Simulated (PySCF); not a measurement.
## [Eu(NH2)4]− at several levels of theory

Computed with PySCF 2.14.0 (density fitting, no spin-orbit coupling) at the geometry relaxed with PBE0:

```xyz
13
[Eu(NH2)4]− (singlet in the valence; each metal's 4f electrons, 6 of them, lie in its core potential, out of spins and levels)
Eu    0.0000    0.0000    0.0000
N     1.3733    1.3498    1.2435
H     2.2376    1.0296    1.6843
H     1.3327    2.3526    1.4266
N    -1.3732   -1.2435    1.3498
H    -1.3327   -1.4267    2.3526
H    -2.2376   -1.6843    1.0295
N     1.3733   -1.3498   -1.2435
H     1.3327   -2.3526   -1.4266
H     2.2376   -1.0296   -1.6843
N    -1.3732    1.2435   -1.3498
H    -2.2376    1.6843   -1.0295
H    -1.3327    1.4267   -2.3526
```

| level | basis | state | HOMO (eV) | gap (eV) | charge on Eu1 (e) | population of f-type functions on Eu1 (polarisation alone where 4f lies in the core) | dipole about the centre of mass (D) | largest force component (eV/Å) |
| --- | --- | --- | --- | --- | --- | --- | --- | --- |
| PBE0 | Eu lcecp-1-SVP with ECP52, N def2-SVP, H def2-SVP | singlet | -1.14 | 4.96 | 0.65 | 0.07 | 0.00 | 0.01 |
| CAM-B3LYP | the same | singlet | -2.55 | 6.96 | 0.61 | 0.07 | 0.00 | 0.04 |
| TPSSh | the same | singlet | -0.37 | 4.02 | 0.63 | 0.06 | 0.00 | 0.20 |
| M06-L | the same | singlet | 0.10 | 4.11 | 0.81 | 0.06 | 0.00 | 0.08 |
| PBE0 | Eu lcecp-1-TZVP with ECP52, N def2-TZVP, H def2-TZVP | singlet | -1.45 | 5.06 | 1.45 | 0.07 | 0.00 | 0.32 |

In the lcecp rows the 4f levels are missing from HOMO and gap, and the state counts the valence alone.

Charges are Mulliken's, which hang on the basis. The relaxation used the grid (50, 194), these runs (75, 302) or, all-electron (x2c bases, spin-free X2C Hamiltonian), (99, 590).

Task: What does wB97X with Eu lcecp-1-SVP with ECP52, N def2-SVP, H def2-SVP give here?

Result: state singlet, HOMO (eV) -3.64, gap (eV) 8.88, charge on Eu1 (e) 0.63, population of f-type functions on Eu1 (polarisation alone where 4f lies in the core) 0.07, dipole about the centre of mass (D) 0.00, largest force component (eV/Å) 0.08. Time: 11 s on 2 threads of Arm Neoverse V2, on a shared host, from an already converged density.

An lcecp potential fixes the number of 4f electrons, so in runs with it no electron can move into or out of that shell.

The highest filled level of some runs lies above zero, as often for anions with such functionals and bases.
